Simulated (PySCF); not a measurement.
Kr¹⁹⁺: ionisation energy

Kr¹⁹⁺ [Ne] 3s2 3p5 (2P) → Kr²⁰⁺ [Ne] 3s2 3p4 (3P), as a difference of total energies. Calculation: PySCF 2.14, in an uncontracted even-tempered set (17 s from 1.7 bohr⁻², ratio 2.5; 11 p from 2.2 bohr⁻², ratio 2.5; 5 d from 12 bohr⁻², ratio 2.7; 4 f from 18 bohr⁻², ratio 2.7); the non-relativistic Hamiltonian (point nucleus). Correlated levels: outer shells: 1s2 frozen; virtual orbitals above 40 to 60 times the deepest correlated orbital energy dropped. The calculations carry no spin-orbit coupling.

```json
{"method": "UHF", "ionisation energy (eV)": "829.09"}
{"method": "LDA", "ionisation energy (eV)": "831.20"}
{"method": "PBE", "ionisation energy (eV)": "831.10"}
{"method": "PBE0", "ionisation energy (eV)": "831.08"}
{"method": "r2SCAN", "ionisation energy (eV)": "831.27"}
{"method": "B97-3", "ionisation energy (eV)": "831.25"}
{"method": "BP86", "ionisation energy (eV)": "831.51"}
{"method": "MP2 (outer shells)", "ionisation energy (eV)": "830.07"}
{"method": "SCS-MP2 (outer shells)", "ionisation energy (eV)": "830.00"}
```

Q: How much does correlation contribute at MP2 (outer shells)?

A: 830.07 − (829.09) = 0.98 eV, measured against UHF.

Spin-orbit coupling is strong in these open shells (close to jj coupling). The scalar numbers leave it out and a first-order estimate fails, so it can dominate the gap to the real levels.

All relativistic terms are absent from these numbers, so their closeness to the reference says little about the methods.

For comparison: 831.6 ± 0.9 eV (semi-empirical (NIST evaluation); NIST Atomic Spectra Database, ionization energies).
